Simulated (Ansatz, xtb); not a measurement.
Relative energy of two isomers of H2O2SiTe

Structure I: `O=[Si](O)[TeH]`, a singlet. Structure II: `O[Si](O)=[Te]`, a singlet. Both are isolated molecules in the gas phase, relaxed with PBE0-D3(BJ)/def2-SVP; the shapes shown needn't be the lowest conformers.

I (Å):

```yaml
atoms:
  - { symbol: O, position_ang: [1.2356, -1.3986, 1.8927] }
  - { symbol: O, position_ang: [0.4464, 1.1213, 0.8430] }
  - { symbol: Si, position_ang: [1.1582, 0.1272, 1.9387] }
  - { symbol: Te, position_ang: [2.0883, 1.5599, 3.6893] }
  - { symbol: H, position_ang: [0.0368, 0.6695, 0.0932] }
  - { symbol: H, position_ang: [1.5302, 2.9126, 2.8964] }
```

II (Å):

| atom | x (Å) | y (Å) | z (Å) |
| --- | --- | --- | --- |
| O | -0.3380 | -0.6193 | -1.5545 |
| O | 0.7177 | -2.2490 | 0.1569 |
| Si | -0.7298 | -1.7126 | -0.3853 |
| Te | -2.8090 | -2.3418 | 0.3224 |
| H | -1.0891 | -0.1969 | -1.9883 |
| H | 1.4960 | -1.8662 | -0.2666 |

Quicker runs give these differences E(II) − E(I): GFN2-xTB +11.2 kcal/mol; HF/STO-3G −41.3 kcal/mol (at GFN2-xTB geometries); r2SCAN-D4/def2-SVP −23.5 kcal/mol (at GFN2-xTB geometries).

Task: Estimate which is lower in electronic energy at CCSD(T)/def2-TZVP, and by roughly how much.

Result: The CCSD(T)/def2-TZVP calculation puts structure II lower, by 22.1 kcal/mol.

The same difference at several levels:

```json
{"level": "GFN2-xTB", "geometry": "GFN2-xTB", "E(II) − E(I) (kcal/mol)": "+11.2", "departure from the last row (kcal/mol)": "+33.4", "job, with rough time for the two": "optimisation, 0.23 s"}
{"level": "HF/STO-3G", "geometry": "GFN2-xTB", "E(II) − E(I) (kcal/mol)": "−41.3", "departure from the last row (kcal/mol)": "−19.2", "job, with rough time for the two": "single point, 0.56 s"}
{"level": "r2SCAN-D4/def2-SVP", "geometry": "GFN2-xTB", "E(II) − E(I) (kcal/mol)": "−23.5", "departure from the last row (kcal/mol)": "−1.4", "job, with rough time for the two": "single point, 2.4 s"}
{"level": "PBE0-D3(BJ)/def2-SVP", "geometry": "PBE0-D3(BJ)/def2-SVP", "E(II) − E(I) (kcal/mol)": "−25.5", "departure from the last row (kcal/mol)": "−3.4", "job, with rough time for the two": "optimisation, 22 s"}
{"level": "HF/def2-TZVP", "geometry": "PBE0-D3(BJ)/def2-SVP", "E(II) − E(I) (kcal/mol)": "−27.8", "departure from the last row (kcal/mol)": "−5.7", "job, with rough time for the two": "part of the CCSD(T) run"}
{"level": "MP2/def2-TZVP", "geometry": "PBE0-D3(BJ)/def2-SVP", "E(II) − E(I) (kcal/mol)": "−23.3", "departure from the last row (kcal/mol)": "−1.2", "job, with rough time for the two": "part of the CCSD(T) run"}
{"level": "CCSD(T)/def2-TZVP", "geometry": "PBE0-D3(BJ)/def2-SVP", "E(II) − E(I) (kcal/mol)": "−22.1", "departure from the last row (kcal/mol)": "", "job, with rough time for the two": "single point, 99 s"}
```

As drawn, II has 1 O–Si, 1 Si=Te, 1 O–H in place of 1 O=Si, 1 Si–Te, 1 Te–H.

GFN2-xTB puts the two in the other order. The largest departure from CCSD(T)/def2-TZVP is that of GFN2-xTB, 33.4 kcal/mol.

With harmonic frequencies from PBE0-D3(BJ)/def2-SVP (ideal gas, rigid rotor, one conformer each, 298.15 K, 1 atm): on the last row, ΔE + ΔZPE = −19.2, ΔH = −19.5, ΔG = −19.0 kcal/mol.

The correlated steps freeze 11 core orbitals; the filled d shell of Te is correlated, in a basis made for valence electrons. Atoms past krypton carry core potentials in the def2 sets, other sets are all-electron and non-relativistic, and no spin–orbit term is included. Run with Ansatz 0.2.0, xtb 6.7.1; the last row on 2 threads of Arm Neoverse V2 on a shared host.
